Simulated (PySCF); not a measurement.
C₄H₆BNO₂.
Geometry (PBE0-D3(BJ)/def2-SVP, Å), atoms numbered from 1 in this order:
```
atom  x, y, z in Å
C1    -2.715   -0.010    0.536
N2    -2.420   -1.376    0.218
C3    -1.232   -1.722   -0.081
C4    -0.073   -0.877   -0.145
C5     0.934   -0.191   -0.211
B6     2.208    0.673   -0.285
O7     3.034    0.482   -1.349
O8     2.419    1.568    0.719
H9    -3.429    0.378   -0.211
H10   -3.245    0.021    1.502
H11   -1.840    0.664    0.578
H12   -1.057   -2.782   -0.325
H13    3.818    1.038   -1.367
H14    3.229    2.081    0.649
```

Level: PBE0/pcSseg-1 in PySCF, non-relativistic, on one gas-phase PBE0-D3(BJ)/def2-SVP geometry that isn't relaxed in the solvent. The solvent is an IEF-PCM continuum (Bondi radii, 1.10 Å for H, scaled by 1.2). The model holds no explicit solvent molecules, cavitation or dispersion.

```tsv
run	E − E(gas) (kcal/mol)	HOMO (eV)	HOMO–LUMO gap (eV)	dipole (D)
gas	0.00	-7.43	5.95	4.47
P	-12.62	-7.80	6.09	5.42
Q	-9.02	-7.68	6.06	5.16
```

**Question.** The runs were made in chloroform and methanol. Which run belongs to which solvent?

**Answer.** P = methanol, Q = chloroform. The dielectric constants are 4.711 (chloroform), 32.61 (methanol), and the energy falls further as ε rises. In this model the ground state sees the solvent through ε alone.

**Question.** How constant is the ratio of the lowering to (ε − 1)/(2ε + 1)?

**Answer.** 
```tsv
solvent	(ε − 1)/(2ε + 1)	E − E(gas) (kcal/mol)	ratio (kcal/mol)	polarisation term (kcal/mol)
chloroform	0.356	-9.02	-25.3	-9.91
methanol	0.477	-12.62	-26.4	-14.36
```

The ratio changes by +4.3 % in size from chloroform to methanol. The polarisation term is half the interaction of the solute with the induced surface charges.
